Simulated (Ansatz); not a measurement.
```yaml
crystal:
  periodic: [false, false, false]
  atoms:
    - {symbol: C, position_ang: [-2.594681, -0.129216, 1.257546]}
    - {symbol: N, position_ang: [-1.720659, -0.892616, 0.287120]}
    - {symbol: C, position_ang: [-2.414694, -2.123741, -0.238181]}
    - {symbol: Sc, position_ang: [0.219353, -0.135005, 0.057871]}
    - {symbol: N, position_ang: [0.327401, 1.953560, -0.194776]}
    - {symbol: C, position_ang: [1.542587, 2.848868, -0.284378]}
    - {symbol: C, position_ang: [-0.934578, 2.773861, -0.383013]}
    - {symbol: C, position_ang: [1.991800, -1.719534, 1.096680]}
    - {symbol: C, position_ang: [2.740007, -0.656480, 0.392462]}
    - {symbol: C, position_ang: [2.487657, -0.791725, -1.065243]}
    - {symbol: C, position_ang: [1.614125, -1.971490, -1.223095]}
    - {symbol: F, position_ang: [1.142839, -2.456001, -2.454677]}
    - {symbol: C, position_ang: [1.285684, -2.550539, 0.085679]}
    - {symbol: H, position_ang: [-2.928820, -0.785102, 2.150345]}
    - {symbol: H, position_ang: [-3.556434, 0.284373, 0.763208]}
    - {symbol: H, position_ang: [-2.037010, 0.778795, 1.701115]}
    - {symbol: H, position_ang: [-2.698817, -2.861391, 0.608004]}
    - {symbol: H, position_ang: [-1.745556, -2.687015, -0.981379]}
    - {symbol: H, position_ang: [-3.395678, -1.861789, -0.792854]}
    - {symbol: H, position_ang: [1.541090, 3.662587, 0.538559]}
    - {symbol: H, position_ang: [1.591440, 3.405541, -1.297737]}
    - {symbol: H, position_ang: [2.512900, 2.248591, -0.172639]}
    - {symbol: H, position_ang: [-0.926155, 3.338234, -1.392648]}
    - {symbol: H, position_ang: [-1.871231, 2.110084, -0.375995]}
    - {symbol: H, position_ang: [-1.063497, 3.573405, 0.444006]}
    - {symbol: H, position_ang: [1.976963, -1.896194, 2.217819]}
    - {symbol: H, position_ang: [3.390489, 0.134699, 0.879569]}
    - {symbol: H, position_ang: [2.904925, -0.148961, -1.900362]}
    - {symbol: H, position_ang: [0.618547, -3.445790, 0.276984]}
basis:
  gaussian: {orbitals: x2c-TZVPPall, fitting: {mean_field: def2-universal-jkfit}, final_grid: {core_spheres: 5, valence_spheres: 4, degree: 11}}
hamiltonian: {xc: {name: wPBEh}}
output: {forces: true}
```

```sh
$ ansatz run in.yaml --threads 11 --pin off --events-out ev --progress --plain --max-ram 174080MiB --backend cuda --devices 0, --max-vram 75GiB
```

Shortened log:

```
Functional definition: wPBEh
1458 factors; integrals over basis functions are off by at most 1.7e0 eV
1458 factors; integrals over basis functions are off by at most 1.8e-7 eV
mean field evaluation 1: about -36052.7016 eV, gradient 1.1e2 eV
mean field evaluation 2: about -35823.3250 eV, gradient 3.7e2 eV
mean field evaluation 4: about -36076.5300 eV, gradient 4.2e1 eV
mean field evaluation 8: about -36080.6137 eV, gradient 3.5e-1 eV
mean field evaluation 16: about -36080.6456 eV, gradient 3.2e-2 eV
mean field -36080.64560620 eV, -1325.9392696877 hartree, gradient 2.3e-5 eV, S^2 0.000000; 0 other end points of the search recorded, 0 dependent functions left out
reference -36080.64564903 eV, -1325.9392712618 hartree; 57, 57 occupied and 603, 603 virtual orbitals, 1458 factors
Total energy: -36080.64564903 eV, -1325.9392712618 hartree
Relativity: scalar
Atom 0 at    -2.594681    -0.129216     1.257546 Å, force    -0.063484    -0.092354    -0.106530 eV/Å
Atom 1 at    -1.720659    -0.892616     0.287120 Å, force    -0.650402     0.038215     0.395607 eV/Å
Atom 2 at    -2.414694    -2.123741    -0.238181 Å, force     0.036443     0.292879    -0.035896 eV/Å
Atom 3 at     0.219353    -0.135005     0.057871 Å, force    -0.256002     0.240562    -0.155405 eV/Å
Atom 4 at     0.327401     1.953560    -0.194776 Å, force    -0.209720     0.556954    -0.173114 eV/Å
Atom 5 at     1.542587     2.848868    -0.284378 Å, force    -0.230801     0.027266    -0.005956 eV/Å
Atom 6 at    -0.934578     2.773861    -0.383013 Å, force     0.168576     0.234385    -0.112533 eV/Å
Atom 7 at     1.991800    -1.719534     1.096680 Å, force    -0.144364     0.338779    -1.419568 eV/Å
Atom 8 at     2.740007    -0.656480     0.392462 Å, force    -1.138189    -0.951748    -0.456024 eV/Å
Atom 9 at     2.487657    -0.791725    -1.065243 Å, force    -0.807880    -0.813861     1.090957 eV/Å
Atom 10 at     1.614125    -1.971490    -1.223095 Å, force     0.098352     0.530992     0.907719 eV/Å
Atom 11 at     1.142839    -2.456001    -2.454677 Å, force     0.816200     0.864642     2.236660 eV/Å
Atom 12 at     1.285684    -2.550539     0.085679 Å, force     0.697375     1.278961    -0.687918 eV/Å
Atom 13 at    -2.928820    -0.785102     2.150345 Å, force     0.507532     0.838901    -1.352682 eV/Å
Atom 14 at    -3.556434     0.284373     0.763208 Å, force     1.369950    -0.654114     0.675808 eV/Å
Atom 15 at    -2.037010     0.778795     1.701115 Å, force    -0.721608    -1.327713    -0.633854 eV/Å
Atom 16 at    -2.698817    -2.861391     0.608004 Å, force     0.435041     0.988032    -1.117393 eV/Å
Atom 17 at    -1.745556    -2.687015    -0.981379 Å, force    -0.892463     0.883454     1.137051 eV/Å
Atom 18 at    -3.395678    -1.861789    -0.792854 Å, force     1.401449    -0.324277     0.889097 eV/Å
Atom 19 at     1.541090     3.662587     0.538559 Å, force    -0.063535    -1.185175    -1.086066 eV/Å
Atom 20 at     1.591440     3.405541    -1.297737 Å, force    -0.110717    -0.825603     1.410992 eV/Å
Atom 21 at     2.512900     2.248591    -0.172639 Å, force    -1.480622     0.776123    -0.218178 eV/Å
Atom 22 at    -0.926155     3.338234    -1.392648 Å, force     0.069896    -0.873573     1.453510 eV/Å
Atom 23 at    -1.871231     2.110084    -0.375995 Å, force     1.412276     0.840464     0.054351 eV/Å
Atom 24 at    -1.063497     3.573405     0.444006 Å, force     0.272850    -1.160092    -1.128732 eV/Å
Atom 25 at     1.976963    -1.896194     2.217819 Å, force     0.043870     0.321799    -1.761253 eV/Å
Atom 26 at     3.390489     0.134699     0.879569 Å, force    -1.039416    -1.183519    -0.850372 eV/Å
Atom 27 at     2.904925    -0.148961    -1.900362 Å, force    -0.538503    -1.076177     1.244467 eV/Å
Atom 28 at     0.618547    -3.445790     0.276984 Å, force     1.017897     1.415796    -0.194746 eV/Å
Dipole moment:     0.043954     0.137862     0.378532 e Å
```

It took 3.6 s on 11 threads of an AMD EPYC 7R13 on a shared host and a whole NVIDIA H100 80 GB, with 1.3 GiB of host memory at the peak.
